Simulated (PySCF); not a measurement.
B2F4, SMILES FB(F)B(F)F. Atoms are numbered in the order given.

```xyz
6

F      1.5527     0.7971     0.7894
B      0.8609     0.0000     0.0000
F      1.5527    -0.7971    -0.7894
B     -0.8609     0.0000     0.0000
F     -1.5527     0.7971    -0.7894
F     -1.5527    -0.7971     0.7894
```
Charge 0, spin multiplicity 1.

Coordinates come from a PBE0-D3(BJ)/def2-SVP optimisation. Other conformers were not sampled.

All values below come from PySCF with ωB97X/def2-TZVP.

The total energy is -449.40281 hartree and the point group comes out as D2. The highest occupied level is -12.54 eV and the lowest empty level is 1.47 eV. The orbital gap is 14.01 eV. The dipole moment comes out as 0.000 e·Å and the quadrupole, principal values (traceless, Buckingham form, about the centre of nuclear charge) comes out as -3.99, 1.94, 2.05 D·Å. The mean static polarisability is 26.0 bohr³ (3.85 Å³) and the polarisability, principal values is 24.8, 24.9, 28.2 bohr³.
